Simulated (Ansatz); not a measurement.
The cluster SnTe2⁻ (the lowest doublet isomer of a short search) was relaxed with PBE-D4 (def2-SVPD) in Ansatz in these states: charge -1 doublet, charge -1 quartet. The geometries follow in no particular order.

In the def2 sets Sn, Te take a core potential; there is no spin–orbit coupling.

A:

```xyz
3

Sn    0.721   -0.267   -1.419
Te    0.561   -1.009    1.393
Te   -1.282    1.276    0.026
```

B:

```
atom   x (Å)   y (Å)   z (Å)
 Sn1  -0.316  -0.338  -0.623
 Te2  -2.011   1.071   0.923
 Te3   2.327  -0.732  -0.300
```

**Question.** Judge from the bond lengths which geometry belongs to which state (an estimate).

**Answer.** A is the charge -1 quartet (Sn1–Te3 2.912 Å, Sn1–Te2 2.912 Å); B is the charge -1 doublet (Sn1–Te3 2.692 Å, Sn1–Te2 2.692 Å).

At PBE-D4/def2-SVPD the highest occupied level of the charge -1 quartet lies above zero (up to 0.68 eV). It is a level of α spin, whose loss leaves a triplet; that state wasn't run at this geometry and level. The electron is either unbound and held by the finite basis, or the level is raised by self-interaction error. At PBE0-D4/def2-TZVPD a doublet lies 1.31 eV below the charge -1 quartet. These are the stationary points nearest to one start from a short search; other shapes may lie lower in each state.
